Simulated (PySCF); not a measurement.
## As (arsenic, neutral) across methods

[Ar] 3d10 4s1 4p4, high-spin 4P determinant (an excited configuration). Calculation: PySCF 2.14, in aug-cc-pwCVDZ-PP with ECP10MDF (6s5p4d1f, 48 functions); a scalar-relativistic core potential.

| method | E (hartree) | mean ε 4s α (eV) | mean ε 4p α (eV) | mean ε 4p β (eV) | Σ⟨r²⟩ (bohr²) | ⟨S²⟩ |
| --- | --- | --- | --- | --- | --- | --- |
| UHF | -330.88133 | -24.535 | -11.308 | -6.122 | 43.73 | 3.801 |
| TPSS | -331.9998 | -16.560 | -6.767 | -4.548 | 42.30 | 3.757 |
| r2SCAN0 | -331.9619 | -19.212 | -8.259 | -5.304 | 42.22 | 3.768 |
| r2SCAN | -331.9657 | -17.324 | -7.132 | -4.630 | 42.15 | 3.765 |
| PBE0 | -332.0406 | -18.478 | -7.905 | -5.292 | 42.31 | 3.759 |
| PBE | -332.0688 | -16.317 | -6.647 | -4.589 | 42.46 | 3.755 |
| LDA | -331.5510 | -16.510 | -6.714 | -4.677 | 42.41 | 3.756 |
| wB97M-V | -331.8728 | -21.098 | -9.938 | -7.227 | 42.51 | 3.758 |

Problem. Estimate the same row for PW91.

Solution. E (hartree) = -332.1893; mean ε 4s α (eV) = -16.390; mean ε 4p α (eV) = -6.683; mean ε 4p β (eV) = -4.621; Σ⟨r²⟩ (bohr²) = 42.42; ⟨S²⟩ = 3.756.

Energies and moments cover only the electrons outside the core potential.
